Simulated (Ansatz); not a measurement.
`C[C](=O)[GeH3]` + H₂S → `O=[C](S)[GeH3]` + CH₄ at 400 K and 1 bar (substitution at a C–C bond).

Computed with Ansatz on PBE0-D4/def2-TZVP structures; ΔE is electronic, products minus reactants. CCSD(T)/CBS is the MP2 limit (def2-TZVPP, def2-QZVPP) plus CCSD(T) − MP2 in def2-TZVPP, frozen cores. This one scheme is used for every species. For Ge outer-core shells are correlated without core-valence functions, which leaves a few kJ/mol of doubt a bond. Scalar relativity is left out up to krypton. One conformer a species, not always the lowest.

| species | CCSD(T)/CBS energy (Eh) | H − E (kJ/mol) | S (J/(mol·K)) |
| --- | --- | --- | --- |
| `C[C](=O)[GeH3]` | -2230.97136 | 211.4 | 376.6 |
| H₂S | -398.97279 | 53.4 | 215.9 |
| `O=[C](S)[GeH3]` | -2589.49105 | 138.6 | 377.3 |
| CH₄ | -40.46206 | 131.3 | 197.2 |

H − E and S are ideal-gas, rigid-rotor, harmonic terms from PBE0-D4/def2-TZVP, for one conformer and one mirror image of each species. 1 Eh = 2625.50 kJ/mol, R = 8.31446 J/(mol·K).

Question: By hand: ΔE, ΔH, ΔS and ΔG.

Answer: ΔE = (-2589.49105) + (-40.46206) − (-2230.97136) − (-398.97279) = -0.00896 Eh = -23.5 kJ/mol. Δ(H − E) = 138.6 + 131.3 − 211.4 − 53.4 = 5.1, so ΔH = -18.4 kJ/mol. ΔS = 377.3 + 197.2 − 376.6 − 215.9 = -18.0 J/(mol·K). ΔG = -18.4 − 400 × (-18.0)/1000 = -11.2 kJ/mol.

Question: By hand: the equilibrium constant, and the temperature at which ΔG would vanish if ΔH and ΔS stayed fixed.

Answer: log₁₀ K = −ΔG/(RT ln 10) = 1.5. ΔG = 0 at ΔH/ΔS = 1022 K, though so small a ΔS makes that figure unsure.

TΔS isn't small against ΔH here. A doubt of 5 kJ/mol in ΔE shifts log₁₀ K by 0.7 here. Other conformers and mirror images would add mixing entropy, several J/(mol·K) or more a flexible species. Modes under 60 cm⁻¹, often nearly free rotors, make the harmonic entropy too high. These are equilibria of isolated gas molecules and say nothing of rates. Largest T1 diagnostic: 0.016 (customary marks: 0.02 for closed shells, 0.045 for open ones).
